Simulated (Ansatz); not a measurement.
FOS (SMILES O=[S]F), doublet, geometry from GFN2-xTB; CASSCF(3,4)/cc-pVDZ (Ansatz, an electronic-structure program).

Ansatz was given this input:
Ansatz 0.2 input:
```yaml
crystal:
  periodic: [false, false, false]
  atoms:
    - {symbol: O, position_ang: [-1.20541642, -0.48722722, 0.02092738]}
    - {symbol: S, position_ang: [-0.13073702, 0.46757355, 0.00033584]}
    - {symbol: F, position_ang: [1.30390264, -0.39815102, -0.01919917]}
basis:
  gaussian:
    orbitals: cc-pVDZ
hamiltonian:
  xc: hf
correlation: {active_space: {window: {electrons: 3, orbitals: 4}}}
magnetization: {spin_polarized: false, initial_magnetization: 1}
```

It wrote (shortened):

```
Functional definition: HF
452 factors; integrals over basis functions are off by at most 1.0e-3 eV
mean field evaluation 1: about -15555.3934 eV, gradient 3.7e1 eV
mean field evaluation 2: about -15555.4462 eV, gradient 3.7e1 eV
mean field evaluation 4: about -15558.1566 eV, gradient 4.7e0 eV
mean field evaluation 8: about -15558.2178 eV, gradient 5.7e-1 eV
mean field evaluation 16: about -15558.2248 eV, gradient 1.2e-6 eV
mean field -15558.22483719 eV, -571.7542170232 hartree, gradient 5.2e-6 eV, S^2 0.750000; 0 other end points of the search recorded, 0 dependent functions left out
reference -15558.22483719 eV, -571.7542170232 hartree; 17, 16 occupied and 29, 30 virtual orbitals, 452 factors
state -15558.99268796 eV, -571.7824350184 hartree
Total energy: -15558.99268796 eV, -571.7824350184 hartree
```
